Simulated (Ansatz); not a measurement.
C3H6OSi can be A, `CC1[SiH2]C1=O`, or B, `C=C1OC1[SiH3]`.

Calculated with Ansatz (gas phase, PBE0-D4/def2-TZVP geometries, no zero-point term in ΔE). CCSD(T)/CBS adds triple-zeta CCSD(T) − MP2 to the extrapolated MP2 energy (def2 sets, frozen cores). Functionals use def2-TZVPP. B3LYP here is the variant with VWN-RPA as its local correlation; programs differ in this.

A:

Z-matrix (Å, degrees):
```
C
C 1 1.505
H 1 1.092 2 111.0
H 1 1.093 2 111.2 3 -120.7
H 1 1.092 2 110.6 3 120.0
Si 2 1.920 1 135.9 3 -77.3
C 2 1.481 1 122.7 3 -165.2
H 2 1.099 1 115.0 3 60.0
H 6 1.483 2 121.0 1 -13.2
H 6 1.482 2 114.5 1 128.4
O 7 1.194 2 136.5 1 -25.7
```

B:

```xyz
11

C     0.918   -0.691    1.865
C     0.119    0.003    1.086
O    -1.171    0.364    1.004
C    -0.218    0.808   -0.052
Si   -0.493    0.042   -1.747
H     0.542   -1.172    2.758
H     1.965   -0.780    1.615
H     0.006    1.872    0.020
H    -0.782   -1.401   -1.570
H     0.741    0.234   -2.553
H    -1.626    0.720   -2.426
```

Problem. Which isomer does CCSD(T)/CBS put lower? Give the gap. (Best estimate.)

Solution. The calculation gave: A, by 8.4 kcal/mol.

Problem. Give E(B) − E(A) in kcal/mol with CCSD(T)/def2-TZVPP, PBE-D4, CCSD/def2-TZVPP, B3LYP-D4, HF/def2-TZVPP, ωB97M-V, B2PLYP. (Estimate.)

Solution. Ansatz gave: CCSD(T)/def2-TZVPP 8.3, PBE-D4 11.4, CCSD/def2-TZVPP 7.4, B3LYP-D4 8.5, HF/def2-TZVPP 3.7, ωB97M-V 8.2, B2PLYP 8.6. None reverses the order clearly.

Largest T1 diagnostic: 0.016.

From PBE to PBE0 (25 % exact exchange), in def2-TZVPP and without D4, E(B) − E(A) moves by −1.3 kcal/mol. In def2-TZVPP, CCSD(T) changes the Hartree–Fock value by +4.6 kcal/mol (the triples alone add +0.9 kcal/mol) and MP2 by +5.2 kcal/mol.
